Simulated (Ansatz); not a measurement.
Reaction (ligand exchange at the Si–S bond): `CS[SiH](N)O` + H₂S → `N[SiH](O)S` + CH₃SH

Computed with Ansatz on PBE0-D4/def2-TZVP structures; ΔE is electronic, products minus reactants. CBS: MP2 limit from def2 TZ/QZ plus the TZ coupled-cluster correction, frozen cores. This one scheme is used for every species. DFT in def2-TZVPP. B3LYP here is the variant with VWN-RPA as its local correlation; programs differ in this. One conformer a species, not always the lowest.

Task: Is it downhill or uphill in electronic energy at CCSD(T)/CBS, and by how much? (Best estimate.)

Result: Computed: Nearly level: ΔE = 0.00 eV.

Task: What do these levels give: PBE0-D4, B3LYP-D4, ωB97M-V, B2PLYP, PBE, B3LYP, HF/def2-TZVPP, MP2/def2-TZVPP, MP2/def2-QZVPP, HF/CBS(def2), MP2/CBS(def2), CCSD/CBS(def2)? (An estimate is asked.)

Result: Computed: PBE0-D4 -0.01, B3LYP-D4 0.00, ωB97M-V -0.01, B2PLYP -0.03, PBE -0.04, B3LYP -0.05, HF/def2-TZVPP -0.07, MP2/def2-TZVPP 0.00, MP2/def2-QZVPP 0.00, HF/CBS(def2) -0.07, MP2/CBS(def2) 0.01, CCSD/CBS(def2) -0.01 eV.

Largest T1 diagnostic among the species: 0.011.

The D4 term adds +0.05 eV with B3LYP and +0.03 eV with PBE0; it sums over pairs of atoms, weighted by their polarisabilities, and B3LYP, whose exchange is more repulsive, gets the larger term. In def2-TZVPP, CCSD(T) changes the Hartree–Fock value by +0.06 eV (the triples alone add +0.01 eV) and MP2 by +0.07 eV.
